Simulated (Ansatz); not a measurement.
```yaml
crystal:
  periodic: [false, false, false]
  atoms:
    - {symbol: Xx, position_ang: [-0.909847, -0.847234, 0.086975]}
    - {symbol: O, position_ang: [-0.696514, 0.597248, -0.212785]}
    - {symbol: C, position_ang: [0.631101, 1.045444, -0.169969]}
    - {symbol: N, position_ang: [1.753375, 0.417671, 0.091298]}
    - {symbol: Br, position_ang: [0.659312, 2.986011, -0.600897]}
    - {symbol: H, position_ang: [-2.035524, -1.018069, 0.004250]}
    - {symbol: H, position_ang: [-0.558747, -1.101813, 1.150215]}
    - {symbol: H, position_ang: [-0.362756, -1.509487, -0.675039]}
    - {symbol: H, position_ang: [1.612422, -0.618279, 0.307997]}
basis:
  gaussian: {orbitals: aug-cc-pVTZ}
hamiltonian: {xc: {name: B97}}
```

```sh
$ ansatz run in.yaml --threads 4 --pin off --events-out ev --progress --plain --max-ram 10444MiB
```

Shortened log:

```
Error: YAML parse error: error: line 4 column 16: `Xx` is not an element symbol (H … Og, case-exact)
 --> <input>:4:16
2 |   periodic: [false, false, false]
3 |   atoms:
4 |     - {symbol: Xx, position_ang: [-0.909847, -0.847234, 0.086975]}
5 |     - {symbol: O, position_ang: [-0.696514, 0.597248, -0.212785]}
6 |     - {symbol: C, position_ang: [0.631101, 1.045444, -0.169969]}
```

Task: What is wrong with this run?

Result: An element symbol is wrong. The program refused the input.
